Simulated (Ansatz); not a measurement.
Ansatz (a quantum-chemistry and plane-wave program) input:

Ansatz 0.2 input:
```yaml
crystal:
  periodic: [false, false, false]
  atoms:
    - {symbol: C, position_ang: [-2.55719028, -0.23628844, -0.19833439]}
    - {symbol: Si, position_ang: [-0.76945700, -0.04190763, -0.74929032]}
    - {symbol: I, position_ang: [0.52291808, -2.00358504, 0.02674335]}
    - {symbol: I, position_ang: [0.13438804, 2.05693923, 0.19862625]}
    - {symbol: H, position_ang: [-2.60447217, -0.28692476, 0.89100930]}
    - {symbol: H, position_ang: [-3.14337025, 0.61766422, -0.54026453]}
    - {symbol: H, position_ang: [-2.97384200, -1.15407411, -0.61526261]}
basis:
  gaussian:
    orbitals: def2-TZVPD
hamiltonian:
  xc: {name: B2GP-PLYP}
magnetization: {spin_polarized: true, initial_magnetization: 1}
correlation: {electrons: outside_noble_gas}
```

Task: What final total energy does it print?

Result: -923.98503 Eh (B2GP-PLYP/def2-TZVPD). The basis has 225 functions.

It need not be the lowest isomer of its formula.
